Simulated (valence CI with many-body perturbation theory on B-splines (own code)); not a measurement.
## Run record, Kr XXXI

Computed by configuration interaction combined with many-body perturbation theory (CI+MBPT): four valence electrons over a frozen Dirac-Fock core [He], radial functions for each j: 11 s, 11 p, 9 d, 7 f, 5 g, 2 h, 1 i, with the one-electron correlation potential Σ1 (screened to all orders), the two-electron term Σ2, the three-electron term Σ3, Breit, model QED; selected single and double excitations, second order for the rest (own B-spline code, finite nucleus).

Command, and the settings that its task file holds:

```sh
python run_cv.py task.json out
```

```
atom Kr  Z=36  mass_number=84  rms_radius_fm=4.1884
core [He]
valence 2s2 2p2
avg = 1
basis = L
breit = 1
cap = 40000
capref = 1200
cscale = 1
de = 0.0
dress = 0
eps = 2e-08
h = 0.27
hh = 1
l2 = 3
lcore = 6
maxit = 60
n2 = 5
natural = 1
nlev = 60
nno = [7, 7, 6, 5, 4, 2, 1]
nroot = 26
nsp = [4, 4, 3, 2, 1, 0, 0]
pt2 = 1
qed = 1
rpa = 1
s1 = 1
s2 = 1
s3 = 1
screen = 1
tol = 2e-05
```

It took 4.1 min on 1 thread of Intel(R) Xeon(R) CPU @ 2.80GHz (Skylake/Cascade Lake), on a shared host.

Log. The first blocks belong to the next ion, which gives the ionisation energy. Fields: 2J, parity (1 odd), roots, reference size, generating configurations, candidates as configurations/state functions, variational space P, stored matrix elements, Davidson steps; e2 is the range of second-order energies in hartree. The first line gives the box (bohr), its intervals, the orbitals and the steps of their self-consistent field. Window is the range of levels sought, series limit the energy at which the first omitted orbital would enter, core excitation an estimate of the first excitation out of the core, left out the lowest levels not solved, and shifts from estimates the range by which levels moved from their first estimate, all in cm⁻¹.

```
rmax 2.7 intervals 57 orbitals 81 references ['2s2 2p2', '2s 2p3', '2p4'] scf 3 t 0.6
2J=1 par=1 roots 2 ref 40 generators 2 cand 2895/4152 P 1763/2685 nnz 1.5e+06 it 5
2J=1 par=1 roots 2 ref 40 generators 2 cand 1164/1507 P 2030/3088 nnz 2e+06 it 3
   second order: generators 9 cand 5797/8556 e2 -0.00003 -0.00001
reference levels 672, estimated 469, window 17685963 1/cm; series limit 24536802, core excitation 103636959
2J=0 par=0 roots 13 ref 38 generators 17 cand 19560/32687 P 5316/8000 nnz 3.6e+06 it 6
2J=0 par=0 roots 13 ref 38 generators 19 cand 17472/28978 P 13849/23052 nnz 2.4e+07 it 7
   second order: generators 44 cand 38031/67253 e2 -0.00004 -0.00000
2J=2 par=0 roots 21 ref 83 generators 20 cand 25085/92219 P 2598/7997 nnz 5.2e+06 it 8
2J=2 par=0 roots 21 ref 83 generators 20 cand 23759/87945 P 11155/39998 nnz 7.9e+07 it 9
   second order: generators 47 cand 46499/191016 e2 -0.00048 -0.00011
2J=4 par=0 roots 22 ref 93 generators 21 cand 27988/131800 P 2394/8000 nnz 5.7e+06 it 9
2J=4 par=0 roots 22 ref 93 generators 24 cand 32395/154597 P 9595/39999 nnz 8.5e+07 it 12
   second order: generators 55 cand 64247/356208 e2 -0.00119 -0.00026
2J=4 par=1 roots 20 ref 100 generators 22 cand 27975/131622 P 2303/7999 nnz 6e+06 it 9
2J=4 par=1 roots 20 ref 100 generators 23 cand 28265/132435 P 9381/39995 nnz 8.5e+07 it 8
   second order: generators 58 cand 61784/352268 e2 -0.00115 -0.00025
2J=2 par=1 roots 20 ref 94 generators 23 cand 25166/92361 P 2806/7997 nnz 5.3e+06 it 7
2J=2 par=1 roots 20 ref 94 generators 23 cand 23709/88096 P 11686/40000 nnz 7.9e+07 it 8
   second order: generators 57 cand 53726/223503 e2 -0.00057 -0.00008
2J=6 par=1 roots 11 ref 70 generators 15 cand 27185/140785 P 2399/7999 nnz 5.9e+06 it 7
2J=6 par=1 roots 11 ref 70 generators 16 cand 27434/143888 P 8754/40000 nnz 9.6e+07 it 8
   second order: generators 40 cand 54042/358317 e2 -0.00059 -0.00024
2J=0 par=1 roots 8 ref 37 generators 13 cand 18458/30712 P 5144/7999 nnz 3.8e+06 it 5
2J=0 par=1 roots 8 ref 37 generators 14 cand 16332/27084 P 11590/18844 nnz 1.8e+07 it 8
   second order: generators 29 cand 29163/51887 e2 -0.00004 -0.00001
2J=6 par=0 roots 12 ref 63 generators 12 cand 27090/140643 P 2235/7993 nnz 6e+06 it 8
2J=6 par=0 roots 12 ref 63 generators 14 cand 31380/171861 P 8241/39998 nnz 9.8e+07 it 8
   second order: generators 36 cand 56592/367716 e2 -0.00085 -0.00029
2J=8 par=1 roots 4 ref 36 generators 6 cand 15681/84310 P 2299/7999 nnz 6.2e+06 it 4
2J=8 par=1 roots 4 ref 36 generators 7 cand 16997/97471 P 7550/36491 nnz 1e+08 it 5
   second order: generators 17 cand 32986/212740 e2 -0.00010 -0.00006
2J=8 par=0 roots 5 ref 31 generators 5 cand 16792/101368 P 2183/7996 nnz 6.7e+06 it 7
2J=8 par=0 roots 5 ref 31 generators 6 cand 19192/116882 P 7523/39993 nnz 1.3e+08 it 7
   second order: generators 17 cand 36237/239908 e2 -0.00010 -0.00003
2J=10 par=0 roots 2 ref 11 generators 2 cand 8704/47803 P 2131/7996 nnz 7.8e+06 it 4
2J=10 par=0 roots 2 ref 11 generators 2 cand 7421/42313 P 4454/21537 nnz 5.5e+07 it 5
   second order: generators 7 cand 20284/137639 e2 -0.00006 -0.00005
left out: unestimated 23434551, estimated 18639582, shifts from estimates -101 to 221
operators 0.2
```

The Davidson iterations converged.

The last digits are not significant, and no measured levels were compared; by estimate large intervals hold to a few tenths of a per cent, small ones and those within an open d or f shell to about a per cent. Among the levels kept, up to 250 cm⁻¹ of a level comes from second order outside the variational space, and about a tenth of that is noise between levels of different J, which matters for small intervals.

| Property | Result |
| --- | --- |
| Valence energy | -566.8692 hartree |
| Ionisation energy | 3590.4 eV (NIST: 3584 ± 4 eV (semi-empirical)) |
| Reference configurations for the orbitals | 2s2 2p2, 2s 2p3, 2p4 |
| Radial orbitals | 81 |
| Box radius | 2.719 bohr |
| Largest variational space | 40000 |
| Lowest levels | (2s^2 2p1/2^2) J=0 0, (2s^2 2p1/2 2p3/2) J=1 396660, (2s^2 2p1/2 2p3/2) J=2 478540, (2s^2 2p3/2^2) J=2 934620, (2s^2 2p3/2^2) J=0 1127200, (2s 2p1/2^2 2p3/2) J=2 1175000, (2s 2p1/2^2 2p3/2) J=1 1530700, (2s 2p1/2 2p3/2^2) J=2 [a] 1653500, (2s 2p1/2 2p3/2^2) J=3 1784100, (2s 2p1/2 2p3/2^2) J=0 1954400, (2s 2p1/2 2p3/2^2) J=1 [a] 1999900, (2s 2p1/2 2p3/2^2) J=2 [b] 2064100, (2s 2p1/2 2p3/2^2) J=1 [b] 2151500, (2s 2p3/2^3) J=2 2430600 cm⁻¹ |

Levels are named by their leading jj configuration (3d3/2^4 stands for four electrons in 3d with j = 3/2), which in mixed levels can hold well under half, so a name can repeat and another be missing. Letters in brackets count levels of one name in rising energy.
